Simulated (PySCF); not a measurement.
Vertical excitations of a molecule C5H7F from TDDFT-LC-ωPBE/def2-SVPD (PySCF 2.14.0), as energy in eV (oscillator strength): 7.11 (0.268), 7.88 (0.021), 8.13 (0.000), 8.75 (0.008), 8.81 (0.014), 8.83 (0.040), 9.01 (0.023), 9.28 (0.000), 9.39 (0.020), 9.72 (0.038). Lowest triplet (TDA): 4.03 eV. The structure is a stationary point at PBE-D3(BJ)/def2-SVP. The values are those of a single conformer.

Which molecule gave these data?
A. C=C1CC[C@@H]1F
B. C=C/C=C(/C)F
C. C=C(C)C(=C)F
D. F[C@H]1C=CCC1

D, F[C@H]1C=CCC1
